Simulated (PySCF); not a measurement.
BeGeH5N. Atoms are numbered in the order given.

```xyz
8

Be    -0.1135     1.1241    -0.7086
N     -0.2281     2.3838    -1.5085
H     -0.5720     3.2652    -1.1594
H      0.0269     2.4805    -2.4794
Ge     0.0692    -0.7252     0.4590
H      0.9871    -1.7707    -0.2165
H      0.6709    -0.5024     1.8657
H     -1.2751    -1.4505     0.6948
```
Charge 0, spin multiplicity 1.

The structure is a stationary point at B3LYP-D3(BJ)/def2-TZVP. One conformer was computed; it need not be the lowest.

Computed with HF/def2-TZVPD in PySCF.

Mulliken values depend strongly on the basis, most of all with diffuse functions as here. ESP charges are fitted to the potential on shells at 1.4 to 2.0 van der Waals radii. Atomic charges (e):

| atom | Mulliken | IAO | ESP fit |
|---|---|---|---|
| Be1 | 0.02 | 1.35 | 0.97 |
| N2 | -0.17 | -1.35 | … |
| H3 | 0.18 | 0.26 | … |
| H4 | 0.18 | 0.26 | … |
| Ge5 | -0.30 | -0.13 | … |
| H6 | 0.03 | -0.13 | 0.01 |
| H7 | 0.03 | -0.13 | 0.01 |
| H8 | 0.03 | -0.14 | 0.01 |

Task: Fill in the missing entries. (Estimate from the structure and the level; the computed values follow.)

Result: 
- N2, ESP fit: -1.58
- H3, ESP fit: 0.49
- H4, ESP fit: 0.50
- Ge5, ESP fit: -0.42
